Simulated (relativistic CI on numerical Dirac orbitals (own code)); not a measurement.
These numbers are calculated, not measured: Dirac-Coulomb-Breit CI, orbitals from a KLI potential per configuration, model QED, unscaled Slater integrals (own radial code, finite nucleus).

Configuration list (outside the closed core [Ar] 3d10): 4s2 4p5, 4s 4p6, 4s2 4p4 4d, 4s 4p5 4d, 4s2 4p4 4f, 4s 4p5 4f, 4p6 4d, 4s 4p4 4d2, 4s2 4p3 4d 4f, 4p6 4f, 4s2 4p4 5s, 4s2 4p4 5p, 4p6 5s, 4p5 4d 4f, 4s 4p4 4d 5s, 4s 4p5 5s, 4s2 4p4 5d, 4s 4p4 4f2, 4s2 4p3 4f 5s, 4s 4p5 5p, 4s2 4p4 5f, 4s2 4p4 5g, 4s 4p5 5d, 4s2 4p4 6s, 4s2 4p4 6p, 4p5 4f 5s, 4s 4p5 5f, 4s2 4p3 4d2, 4s2 4p2 4d3, 4s 4p3 4d3, 4s2 4p2 4d2 4f, 4s 4p3 4d2 4f, 4s2 4p2 4d2 5s, 4p5 4d2, 4p4 4d3, 4p4 4d2 4f, 4p4 4d2 5s, 4p5 4d 5s, 4p4 4d 4f 5s, 4p4 4d 5s2, 4s2 4p3 5s2, 4s2 4p2 4d 5s2, 4s 4p3 4d 5s2, 4s2 4p2 4f 5s2, 4s 4p3 4f 5s2. Double excitations out of closed p, d and f shells are left out; levels of such configurations are missing from the list, as are those of other unlisted configurations, and high levels can miss mixing partners. These lack a partner that the ground configuration has and come out too high: 4s2 4p4 5p, 4s 4p5 5s, 4s2 4p4 5d, 4s 4p5 5p, 4s2 4p4 5f.

At this charge energies of transitions that change n are usually good to better than 1 %, and those within a shell (Δn = 0) to a few per cent.

Outline of the computed level scheme of Ce XXIV. Lowest level of each configuration: 4s2 4p5 2P°_3/2 at 0.000 eV; 4s 4p6 2S_1/2 at 82.353 eV; 4s2 4p4 4d 4D_3/2 at 93.780 eV; 4s 4p5 4d 4P°_1/2 at 174.367 eV; 4s2 4p3 4d2 6F°_3/2 at 192.959 eV.

Some strong electric-dipole decays among the lowest 45 levels: 4s2 4p4 4d 2D_5/2 → 4s2 4p5 2P°_3/2 (8.8e+11 s⁻¹); 4s2 4p4 4d 2S_1/2 → 4s2 4p5 2P°_3/2 (8.0e+11 s⁻¹); 4s2 4p4 4d 2D_3/2 → 4s2 4p5 2P°_1/2 (7.8e+11 s⁻¹); 4s2 4p4 4d 2P_1/2 → 4s2 4p5 2P°_1/2 (6.1e+11 s⁻¹); 4s2 4p4 4d 2P_3/2 → 4s2 4p5 2P°_3/2 (4.0e+11 s⁻¹); 4s2 4p4 4d 2D_3/2 → 4s2 4p5 2P°_3/2 (3.5e+11 s⁻¹); 4s2 4p4 4d 2D_3/2 → 4s2 4p5 2P°_1/2 (8.1e+10 s⁻¹); 4s2 4p4 4d 4F_5/2 → 4s2 4p5 2P°_3/2 (7.7e+10 s⁻¹).

LS names give the leading component of a level, which can be under half, so a name can repeat, a term be missing and a line seem to break the LS rules.
